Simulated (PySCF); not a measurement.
# Radial density of Zn⁺ (zinc, charge +1)

TPSS, [Ar] 3d10 4s1, 2S determinant. Computed with PySCF 2.14 in def2-SVP, with no relativity, point nucleus.

```json
{"r (bohr)": "0.000940", "4πr²ρ (e/bohr)": "0.1901", "4πr²(ρα − ρβ)": "0.0001"}
{"r (bohr)": "0.00158", "4πr²ρ (e/bohr)": "0.5252", "4πr²(ρα − ρβ)": "0.0002"}
{"r (bohr)": "0.00266", "4πr²ρ (e/bohr)": "1.402", "4πr²(ρα − ρβ)": "0.0006"}
{"r (bohr)": "0.00447", "4πr²ρ (e/bohr)": "3.540", "4πr²(ρα − ρβ)": "0.0015"}
{"r (bohr)": "0.00753", "4πr²ρ (e/bohr)": "8.365", "4πr²(ρα − ρβ)": "0.0035"}
{"r (bohr)": "0.0127", "4πr²ρ (e/bohr)": "17.39", "4πr²(ρα − ρβ)": "0.0069"}
{"r (bohr)": "0.0213", "4πr²ρ (e/bohr)": "29.59", "4πr²(ρα − ρβ)": "0.0103"}
{"r (bohr)": "0.0358", "4πr²ρ (e/bohr)": "36.31", "4πr²(ρα − ρβ)": "0.0083"}
{"r (bohr)": "0.0602", "4πr²ρ (e/bohr)": "30.76", "4πr²(ρα − ρβ)": "-0.0001"}
{"r (bohr)": "0.101", "4πr²ρ (e/bohr)": "32.30", "4πr²(ρα − ρβ)": "0.0100"}
{"r (bohr)": "0.170", "4πr²ρ (e/bohr)": "41.58", "4πr²(ρα − ρβ)": "0.0190"}
{"r (bohr)": "0.287", "4πr²ρ (e/bohr)": "23.35", "4πr²(ρα − ρβ)": "-0.0401"}
{"r (bohr)": "0.482", "4πr²ρ (e/bohr)": "22.84", "4πr²(ρα − ρβ)": "0.0041"}
{"r (bohr)": "0.811", "4πr²ρ (e/bohr)": "18.40", "4πr²(ρα − ρβ)": "-0.0349"}
{"r (bohr)": "1.36", "4πr²ρ (e/bohr)": "4.508", "4πr²(ρα − ρβ)": "0.2650"}
{"r (bohr)": "2.30", "4πr²ρ (e/bohr)": "0.9073", "4πr²(ρα − ρβ)": "0.4714"}
{"r (bohr)": "3.86", "4πr²ρ (e/bohr)": "0.1336", "4πr²(ρα − ρβ)": "0.1331"}
{"r (bohr)": "6.49", "4πr²ρ (e/bohr)": "0.0005940", "4πr²(ρα − ρβ)": "0.0006"}
```

Question: Where is the radial spin density 4πr²(ρα − ρβ) most negative, and why is it negative at all?

Answer: Around r = 0.287 bohr, down to -0.0401 e/bohr: exchange with the open shell polarises the paired shells in an unrestricted calculation.
